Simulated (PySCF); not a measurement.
# Radial density of Sb⁺ (antimony, charge +1)

UHF, [Kr] 4d10 5s1 5p2 6s1, high-spin 5P determinant (an excited configuration). Computed with PySCF 2.14 in aug-cc-pVTZ-DK3 (8s7p5d2f, 68 functions), with scalar relativity by spin-free X2C-1e.

| r (bohr) | 4πr²ρ (e/bohr) | 4πr²(ρα − ρβ) |
| --- | --- | --- |
| 0.0297 | 60.01 | 0.0159 |
| 0.0499 | 61.48 | 0.0417 |
| 0.0840 | 84.50 | 0.0512 |
| 0.141 | 63.13 | -0.0245 |
| 0.238 | 69.26 | 0.1230 |
| 0.400 | 37.57 | 0.0051 |
| 0.672 | 24.19 | 0.2704 |
| 1.13 | 14.04 | 0.1028 |
| 1.90 | 2.878 | 1.6979 |
| 3.20 | 0.7741 | 0.7628 |
| 5.38 | 0.2718 | 0.2718 |
| 9.05 | 0.02448 | 0.0245 |

Densities and radii are taken from the X2C orbitals without a picture-change correction, which distorts them close to the nucleus.

The outer electron is Rydberg-like, and this basis confines it to a smaller radius and binds it less than a complete one would.

**Question.** Where is the radial spin density 4πr²(ρα − ρβ) most negative, and why is it negative at all?

**Answer.** Around r = 0.141 bohr, down to -0.0245 e/bohr: exchange with the open shell polarises the paired shells in an unrestricted calculation.
